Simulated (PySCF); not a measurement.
C4H10Al (SMILES C[CH2][Al][CH2]C), doublet, at a GFN2-xTB geometry (such geometries of metal compounds can be far from the true shape) (the spin is typed, not shown lowest), with bond 14-10 at 2.0 times its length. Base run: CAMB3LYP/STO-3G run with PySCF.

Geometry (Å):
```xyz
15

Al     0.5051     0.6014     0.1672
C      1.4504    -0.9730     1.0434
C      1.0341    -2.3392     0.4783
H      1.2759    -0.9764     2.1311
H      2.5413    -0.8612     0.9299
H      1.2494    -2.3961    -0.5883
H     -0.0359    -2.4968     0.6088
H      1.5615    -3.1547     0.9754
C     -1.3787     0.5498    -0.6054
C     -1.7702     1.9466    -1.1162
H     -2.1228     0.2205     0.1356
H     -1.4608    -0.1683    -1.4356
H     -1.0700     2.2841    -1.8822
H     -1.7221     3.3987     0.5124
H     -2.7724     1.9527    -1.5465
```
Charge 0, spin multiplicity 2.
Orbitals are unrestricted.
All else is at PySCF's defaults.
Base energy -395.66643 Eh.

The base run was repeated with changes; each row names its change, and settings that it needs were set with it.

```json
[
 {"change": "base", "ΔE vs base (mEh)": "0.000", "SCF cycles": "17", "<S^2>": "0.752", "outcome": "converged"},
 {"change": "level_shift = 1.0 (with mf.max_cycle = 100)", "ΔE vs base (mEh)": "-20.803", "SCF cycles": "63", "<S^2>": "1.395", "outcome": "another SCF solution"},
 {"change": "conv_tol = 1e-12", "ΔE vs base (mEh)": "0.000", "SCF cycles": "20", "<S^2>": "0.752", "outcome": "converged"},
 {"change": "diis = off; damp = 0.6 (with mf.diis_start_cycle = 200; with mf.max_cycle = 150)", "ΔE vs base (mEh)": "-20.803", "SCF cycles": "75", "<S^2>": "1.395", "outcome": "another SCF solution"},
 {"change": "level_shift = 0.1 (with mf.max_cycle = 100)", "ΔE vs base (mEh)": "0.000", "SCF cycles": "18", "<S^2>": "0.752", "outcome": "converged"},
 {"change": "diis_space = 20", "ΔE vs base (mEh)": "0.000", "SCF cycles": "19", "<S^2>": "0.752", "outcome": "converged"},
 {"change": "diis_space = 2", "ΔE vs base (mEh)": "-20.803", "SCF cycles": "21", "<S^2>": "1.395", "outcome": "another SCF solution"},
 {"change": "conv_tol = 1e-7", "ΔE vs base (mEh)": "0.000", "SCF cycles": "15", "<S^2>": "0.752", "outcome": "converged"},
 {"change": "conv_tol = 1e-4", "ΔE vs base (mEh)": "-0.055", "SCF cycles": "11", "<S^2>": "0.754", "outcome": "converged"},
 {"change": "conv_tol_grad = 1e-7", "ΔE vs base (mEh)": "0.000", "SCF cycles": "22", "<S^2>": "0.752", "outcome": "converged"},
 {"change": "init_guess = atom", "ΔE vs base (mEh)": "0.000", "SCF cycles": "17", "<S^2>": "0.752", "outcome": "converged"},
 {"change": "solver = newton; init_guess = 1e", "ΔE vs base (mEh)": "-20.803", "SCF cycles": "-", "<S^2>": "1.395", "outcome": "another SCF solution"},
 {"change": "init_guess = 1e", "ΔE vs base (mEh)": "-20.803", "SCF cycles": "28", "<S^2>": "1.395", "outcome": "another SCF solution"}
]
```

A guess, shift, damping, solver or small numerical setting can't move a converged solution much, so rows marked as another SCF solution ended in a different state.

Open shells are given as the SCF converged; they aren't shown to be the lowest states, and a large step between rows can be another state.
